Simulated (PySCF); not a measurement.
Start geometry of `CCC[SiH2]P` from GFN2-xTB (Å):
```
atom  x, y, z in Å
C1     1.7753    0.5998    0.0997
C2     1.0568   -0.2706    1.1204
C3     0.1193   -1.2821    0.4657
Si4   -1.3780   -0.4882   -0.4096
P5    -2.1149    1.1392    0.9495
H6     1.0609    1.1908   -0.4702
H7     2.3415   -0.0162   -0.5961
H8     2.4635    1.2815    0.5949
H9     0.4758    0.3674    1.7955
H10    1.7983   -0.7987    1.7263
H11   -0.2543   -1.9597    1.2364
H12    0.6813   -1.8954   -0.2398
H13   -1.0298   -0.0026   -1.7532
H14   -2.4605   -1.4689   -0.5557
H15   -1.3416    2.1449    0.3993
H16   -3.2010    1.4679    0.1605
```

Q: What comes out of this run: PBE0-D3(BJ)/def2-SVP geometry optimisation, gas phase in PySCF?

A: 
```
atom  x, y, z in Å
C1     1.6243    0.5812    0.1455
C2     0.9899   -0.3396    1.1766
C3    -0.0231   -1.3260    0.5931
Si4   -1.5244   -0.5502   -0.2547
P5    -2.3945    1.0214    1.1359
H6     0.8746    1.2197   -0.3508
H7     2.1345    0.0059   -0.6439
H8     2.3682    1.2483    0.6066
H9     0.4976    0.2664    1.9584
H10    1.7828   -0.9020    1.6988
H11   -0.4171   -1.9795    1.3902
H12    0.4664   -1.9964   -0.1365
H13   -1.1798    0.0161   -1.5973
H14   -2.5814   -1.5899   -0.4572
H15   -1.4460    2.0248    0.7641
H16   -3.3672    1.4649    0.1872
```

The energy falls by 2.7 kcal/mol over 8 energy and gradient evaluations, the largest force component goes from 0.0223 to 1.3e-04 Eh/bohr, and the atoms move by 0.112 Å rms after alignment. Among the bonds, P5–H15 and P5–H16 change most and about equally (+0.047 Å). Bonds longer at the end by more than 0.005 Å: 12 of 15; shorter: 1. Among the angles that change most is Si4–C3–H12, from 110.0° to 107.7°. Among the dihedrals that turn most is H13–Si4–P5–H15, from -32° to -43°. Rotational constants go from 4000, 1793, 1489 to 4067, 1689, 1435 MHz. The orientation of the end geometry is arbitrary; only internal coordinates are fixed.

The run used 133 basis functions and 48 SCF cycles in all. On Arm Neoverse V1, one thread, on a shared host, this took 56 s wall.

Stationary, but not proved a minimum. The numbers are those of one conformer.
